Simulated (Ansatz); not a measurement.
CH₇BO₄. The species carries charge 0 and has multiplicity 1. The bonds changed during the relaxation, so this is another structure than the one it started from.

Cartesian coordinates in Å:
```
C 1.8649 -0.5664 0.8452
O 1.3271 -0.4678 -0.4670
B -1.7359 0.6916 -0.3896
O -2.9958 1.1878 -0.2190
O -1.5561 -0.6717 -0.4187
O -0.7177 1.5941 -0.5133
H 2.1445 -1.5959 1.0862
H 1.0815 -0.2457 1.5308
H 2.7319 0.0879 0.9718
H 1.9907 -0.7362 -1.1065
H -3.6368 0.4787 -0.1419
H -0.6298 -0.9116 -0.5408
H 0.1313 1.1553 -0.6371
```

(1) List the harmonic frequencies (cm⁻¹, unscaled) at PBE0-D4/def2-TZVP in Ansatz. (Best estimate.)

(2) Is this a minimum?

(3) Give the ideal-gas thermochemistry at 298.15 K and 1 bar (rigid rotor, harmonic oscillator; point group C1, symmetry number 1).

Answers

(1) Ansatz gave: 38, 59, 83, 115, 115, 182, 371, 441, 486, 496, 645, 683, 730, 887, 1025, 1056, 1065, 1084, 1140, 1178, 1367, 1441, 1479, 1493, 1501, 1512, 3039, 3108, 3156, 3781, 3816, 3877, 3912.

(2) Yes, all 33 modes are real.

(3) Zero-point energy 271.3 kJ/mol; H(298) − E = 297.3 kJ/mol; entropy 394.6 J/(mol·K), of which translation 165.5, rotation 115.2, vibration 114.0; G(298) − E = 179.7 kJ/mol. Modes under 100 cm⁻¹ are hindered rotations or soft bends, so the harmonic entropy is rough.
